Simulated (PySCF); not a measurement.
Species: 1-fluorobicyclo[2.2.1]heptane, C7H11F.
SMILES: `C1[C@]2(C[C@H](CC2)C1)F`

Computed with PySCF at CAM-B3LYP/def2-SVPD, non-relativistic, on one gas-phase PBE0-D3(BJ)/def2-SVP geometry that isn't relaxed in the solvent. The solvent is an IEF-PCM continuum (cavity from Bondi-type radii × 1.2), and excitations are vertical TDDFT with non-equilibrium linear response and a frozen core. Only the electrostatic response of the medium enters.

```json
{"run": "gas", "E − E(gas) (kcal/mol)": "0.00", "HOMO (eV)": "-9.74", "HOMO–LUMO gap (eV)": "10.99", "dipole (D)": "2.10", "lowest singlet (eV)": "8.16", "static polarisability (au)": "75.7"}
{"run": "P", "E − E(gas) (kcal/mol)": "-2.89", "HOMO (eV)": "-9.57", "HOMO–LUMO gap (eV)": "11.08", "dipole (D)": "2.70", "lowest singlet (eV)": "8.23", "static polarisability (au)": "104.4"}
{"run": "Q", "E − E(gas) (kcal/mol)": "-2.07", "HOMO (eV)": "-9.60", "HOMO–LUMO gap (eV)": "11.06", "dipole (D)": "2.52", "lowest singlet (eV)": "8.20", "static polarisability (au)": "94.4"}
```

Q: The runs were made in chloroform and water. Which run belongs to which solvent?

A: P = water, Q = chloroform. The dielectric constants are 4.711 (chloroform), 78.36 (water), and the energy falls further as ε rises. The optical constants n² used for the excitations are 2.09, 1.78 in the same order. In this model the ground state sees the solvent through ε alone.

Q: How constant is the ratio of the lowering to (ε − 1)/(2ε + 1)?

A: 
| solvent | (ε − 1)/(2ε + 1) | E − E(gas) (kcal/mol) | ratio (kcal/mol) | polarisation term (kcal/mol) |
| --- | --- | --- | --- | --- |
| chloroform | 0.356 | -2.07 | -5.8 | -2.29 |
| water | 0.490 | -2.89 | -5.9 | -3.33 |

The ratio changes by +1.4 % in size from chloroform to water. The polarisation term is half the interaction of the solute with the induced surface charges.
